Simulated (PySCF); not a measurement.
C4H11FSi, SMILES C(C)C[C@@H](F)[SiH3].

Coordinates come from a r2SCAN-D4/def2-SVP optimisation. The structure was generated by enumeration; whether it is a known compound was not checked. The values are those of a single conformer.

These are ωB97X/def2-TZVP in PySCF values and carry that method's errors.

Gas-phase values at a fixed geometry.

Computed frontier levels, gap, dipole moment and polarisability:
```json
{
  "highest_occupied_level": "-10.61 eV",
  "lowest_empty_level": "2.54 eV",
  "orbital_gap": "13.15 eV",
  "dipole_moment": "1.66 D",
  "quadrupole, principal values (traceless, Buckingham form, about the centre of nuclear charge)": "-4.08, 1.38, 2.70 D·Å",
  "mean_static_polarisability": "77.0 bohr³ (11.41 Å³)",
  "polarisability_principal_values": "69.1, 71.2, 90.7 bohr³"
}
```
